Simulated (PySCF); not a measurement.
B3LYP has the VWN-RPA correlation part, as in Gaussian. 

**H2B, SMILES `[BH2]` (charge 0, multiplicity 2)**

These are B3LYP-D3(BJ)/def2-TZVP // PBE0-D4/def2-TZVP (PySCF) values and carry that method's errors.

```yaml
highest_occupied_spin_orbital: -5.88 eV
dipole_moment: 0.49 D
total_energy: -25.9471 Ha
cost: roughly 8 core-seconds
```

```xyz
3

B      0.0000     0.3389     0.0000
H     -1.0773    -0.1696     0.0000
H      1.0773    -0.1693     0.0000
```
Charge 0, spin multiplicity 2.
